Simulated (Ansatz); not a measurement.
Pt₄Au⁺. Charge 1, multiplicity 1. Geometry r2SCAN-D4/def2-SVP; atoms count from 1.

Cartesian coordinates in Å:
```
Pt -0.261 -0.785 -0.931
Pt 0.618 -1.298 1.329
Pt 0.557 1.139 0.339
Pt -1.724 -1.876 0.747
Au 0.810 2.821 -1.484
```

In the def2 sets Au, Pt take a core potential; there is no spin–orbit coupling. The restricted singlet is unstable towards broken spin symmetry in Hartree–Fock (as tested in another run); at PBE0-D4/def2-TZVP this wasn't settled. Another isomer (singlet) lies 0.54 eV lower at PBE0-D4/def2-TZVP; other spin states weren't run for this one.

(1) Estimate the Mulliken populations from the PBE0/def2-TZVP orbitals of Ansatz.

(2) And the Mayer bond orders between heavy atoms (over 0.3)?

## Answers

(1) 
```csv
atom,charge (e),d electrons
Pt1,0.13,8.76
Pt2,0.33,8.86
Pt3,-0.18,8.92
Pt4,0.34,8.92
Au5,0.38,9.80
```
Mulliken values depend strongly on the basis.

(2) Pt1–Pt2 1.01 (2.48 Å); Pt1–Pt3 1.02 (2.45 Å); Pt1–Pt4 1.00 (2.48 Å); Pt2–Pt3 0.51 (2.63 Å); Pt2–Pt4 0.94 (2.48 Å); Pt3–Au5 0.93 (2.49 Å).
